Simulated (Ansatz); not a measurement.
Z-matrix (Å, degrees):
```
C
O 1 1.341
Br 1 1.889 2 108.9
N 1 1.249 2 131.1 3 -180.0
H 2 0.966 1 108.9 3 180.0
H 4 1.019 1 113.2 2 0.0
```

Total charge 0; spin multiplicity 1.

Problem. List the B3LYP/def2-TZVPP orbital energies in eV (Ansatz 0.2.0). (Best estimate.)

Solution. Computed: Occupied: -13139.55, -1701.19, -1532.92, -1532.83, -1532.82, -522.56, -389.65, -281.13, -236.98, -177.93, -177.62, -177.60, -72.21, -72.12, -72.10, -71.85, -71.85, -30.54, -25.33, -22.05, -17.77, -15.48, -13.32, -12.64, -11.27, -9.06, -8.77, -7.98, -7.98. Lowest empty: -0.71, -0.18, 0.53, 1.84, 2.92, 4.71, 5.72, 5.80.

B3LYP here is the variant with VWN-RPA as its local correlation; programs differ in this.
